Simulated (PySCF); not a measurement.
# Circular dichroism: `C=C1[C@H](Cl)[C@H]1[O][GeH3]`, C4H7ClGeO

Cartesian coordinates in Å; atom numbers follow the order of the lines, from 1:
```xyz
14

C    -1.4272   -1.4751   -0.2609
C    -1.0412   -0.2254   -0.1919
C    -1.0650    1.0513    0.5272
Cl   -2.5080    2.0584    0.4696
C    -0.2330    0.8761   -0.7303
O     1.1489    0.8867   -0.6651
Ge    2.1627   -0.2286    0.2357
H    -2.1132   -1.8967    0.4569
H    -1.0853   -2.1230   -1.0528
H    -0.5598    1.1412    1.4815
H    -0.5816    1.3805   -1.6276
H     1.9836   -1.6260   -0.2833
H     3.4894    0.3607   -0.0827
H     1.8292   -0.1806    1.7015
```

Method used: TDDFT CAM-B3LYP/def2-SVPD circular dichroism and optical rotation, one conformer, gas phase in PySCF 2.14.0. Geometry: GFN2-xTB.

The molecule is flexible and this is one conformer; a measurement averages over conformers. The calculation is non-relativistic, which matters for the atoms heavier than Zn.

(1) Assign R or S to each stereocentre.

(2) List the lowest 8 singlet excitations with oscillator and rotatory strengths.

Results:

(1) C3 S, C5 S.

(2) Rotatory strengths R in 10⁻⁴⁰ esu² cm², velocity form and length form (origin at the centre of mass); f in length form.
| state | E (eV) | λ (nm) | f | R (velocity) | R (length) | main |
| --- | --- | --- | --- | --- | --- | --- |
| 1 | 5.17 | 240 | 0.007 | -18.3 | -17.0 | HOMO→LUMO 0.93 |
| 2 | 5.53 | 224 | 0.003 | -19.2 | -16.9 | HOMO−1→LUMO 0.88 |
| 3 | 6.69 | 185 | 0.060 | +53.3 | +54.2 | HOMO→LUMO+2 0.59, HOMO−2→LUMO 0.18 |
| 4 | 6.86 | 181 | 0.255 | -100.6 | -101.4 | HOMO−2→LUMO 0.72, HOMO→LUMO+2 0.15 |
| 5 | 6.99 | 177 | 0.002 | +6.5 | +8.1 | HOMO−3→LUMO 0.60, HOMO→LUMO+1 0.20 |
| 6 | 7.11 | 174 | 0.011 | +7.2 | +5.7 | HOMO→LUMO+1 0.34, HOMO−4→LUMO 0.29 |
| 7 | 7.37 | 168 | 0.027 | -2.0 | -2.0 | HOMO−4→LUMO 0.35, HOMO→LUMO+1 0.25 |
| 8 | 7.49 | 165 | 0.005 | +5.0 | +5.1 | HOMO−1→LUMO+2 0.35, HOMO−1→LUMO+1 0.32 |

Among the states computed, the strongest CD band (largest |R|) is state 4. The largest dissymmetry factor in size, g = 4R/(D+G), with D and G the electric and magnetic dipole strengths, is +0.053 for state 5 (velocity form, f = 0.001), among bands with |R| over 0.5. The mirror image has the same energies and oscillator strengths and all R with the opposite sign.
